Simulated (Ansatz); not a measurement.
Cost and result up the ladder for Sn10OH14 (25 atoms). Charge 0, multiplicity 1. Geometry: PBE-D4/def2-SVP.

```xyz
25

Sn   -1.996    1.121   -2.106
Sn    1.217   -2.164   -2.120
Sn    2.313    2.143   -0.844
Sn   -1.056    2.075    2.287
Sn    2.159   -1.214    2.286
Sn   -2.132   -2.246    1.031
Sn    0.728    0.574   -2.566
Sn   -2.623    0.489    0.565
Sn    0.587   -2.845    0.550
Sn    1.690    1.568    1.851
O     3.362   -1.891    3.564
H    -2.980    0.185   -3.188
H    -2.326    2.798   -2.413
H     0.236   -3.117   -3.192
H     2.877   -2.549   -2.448
H     2.025    3.829   -1.151
H     3.998    1.839   -1.131
H    -1.377    3.756    1.988
H    -1.456    1.753    3.945
H    -3.127   -3.209   -0.018
H    -2.542   -2.661    2.666
H     1.142    0.957   -4.215
H    -4.305    0.819    0.874
H     0.913   -4.526    0.854
H     2.673    2.515    2.930
```

Ansatz on 2 threads of AMD EPYC 7R13 on a shared host and a share (18 GiB) of an NVIDIA H100 80GB HBM3. Times are rough, and most runs start from the orbitals of an earlier one. ωB97X-V/def2-TZVP serves as the yardstick here, not as an exact answer. Differences are given only for rows in sets of like size (and for xTB, whose basis is part of the method), since another set adds its own error. Binding counts from free atoms at the same level (Sn triplet, O triplet, H doublet; other spins of the atoms weren't run), without zero-point energy or a counterpoise term.

In the def2 sets Sn takes a core potential; there is no spin–orbit coupling. LC-ωPBE has ω = 0.4 bohr⁻¹. Correlated methods freeze 41 core orbitals; core or outer-core shells of Sn are correlated, in sets that lack core-valence functions. The rows differ in basis, and correlated rows in double-zeta sets carry the largest basis error. Single mean-field runs in def2-TZVP are fitted with def2-universal-jkfit.

Run but left out: HF/STO-3G (restricted singlet, unstable in another Hartree–Fock run and untested here).

Correlated methods converge slowly with the basis, most of all in double-zeta sets.

```json
{"level": "PBE-D4/def2-SVP", "functions": "344", "wall time": "5.5 s"}
{"level": "r2SCAN-D4/def2-TZVP", "functions": "615", "wall time": "7 s"}
{"level": "PBE-D4/def2-TZVP", "functions": "615", "wall time": "7.5 s"}
{"level": "PBE0-D4/def2-TZVP (with forces)", "functions": "615", "wall time": "8 s"}
{"level": "LC-ωPBE/def2-TZVP", "functions": "615", "wall time": "8 s"}
{"level": "r2SCANh-D4/def2-TZVP", "functions": "615", "wall time": "8 s"}
{"level": "MP2/def2-SVP", "functions": "344", "wall time": "8.5 s"}
{"level": "PBE0-D4/def2-SVP", "functions": "344", "wall time": "10 s"}
{"level": "ωB97X-V/def2-TZVP (with forces)", "functions": "615", "wall time": "14 s"}
```

Task: Estimate what each level gives for the binding energy per atom (eV).

Result: 
```tsv
level	binding energy per atom (eV)	difference from ωB97X-V/def2-TZVP (eV)	remarks
PBE-D4/def2-SVP	2.45	–	–
r2SCAN-D4/def2-TZVP	2.46	-0.04	–
PBE-D4/def2-TZVP	2.47	-0.03	–
PBE0-D4/def2-TZVP (with forces)	2.43	-0.06	–
LC-ωPBE/def2-TZVP	2.38	-0.12	–
r2SCANh-D4/def2-TZVP	2.44	-0.06	–
MP2/def2-SVP	2.24	–	restricted SCF unstable
PBE0-D4/def2-SVP	2.41	–	–
ωB97X-V/def2-TZVP (with forces)	2.50	0.00	–
```
